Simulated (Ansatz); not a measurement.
Start from `OC[SiH2]O[SiH3]` and change one atom or group to get `C#C[SiH2]CO`.

Ansatz, PBE0-D4/def2-TZVP geometries, multiplicity 1. Each molecule was computed in one conformer, which needn't be the lowest.

| property | `OC[SiH2]O[SiH3]` |
| --- | --- |
| size of the dipole moment (ωB97M-V/def2-TZVPP) / D | 2.30 |
| LUMO energy (ωB97M-V/def2-TZVPP) / eV | 1.74 |
| size of the dipole moment (B3LYP/def2-TZVPP) / D | 2.29 |
| HOMO–LUMO gap (PBE0/def2-TZVPP) / eV | 8.24 |
| HOMO energy (ωB97M-V/def2-TZVPP) / eV | -10.48 |
| size of the dipole moment (PBE/def2-TZVPP) / D | 2.26 |

Task: Give the same properties after the change, and the shifts. (Best estimate.)

Result: Ansatz gave: 
```tsv
property	`C#C[SiH2]CO`	shift
size of the dipole moment (ωB97M-V/def2-TZVPP) / D	1.46	-0.84
LUMO energy (ωB97M-V/def2-TZVPP) / eV	1.61	-0.13
size of the dipole moment (B3LYP/def2-TZVPP) / D	1.42	-0.87
HOMO–LUMO gap (PBE0/def2-TZVPP) / eV	7.24	-1.00
HOMO energy (ωB97M-V/def2-TZVPP) / eV	-9.88	0.60
size of the dipole moment (PBE/def2-TZVPP) / D	1.30	-0.96
```

With PBE0 the HOMO rises by 0.61 eV and the LUMO falls by 0.39 eV, so the gap narrows by about 1.00 eV. PBE moves the HOMO by 0.54 eV and ωB97M-V by 0.60 eV. Dipoles are sizes alone; their direction can turn.

B3LYP here is the variant with VWN-RPA as its local correlation; programs differ in this.
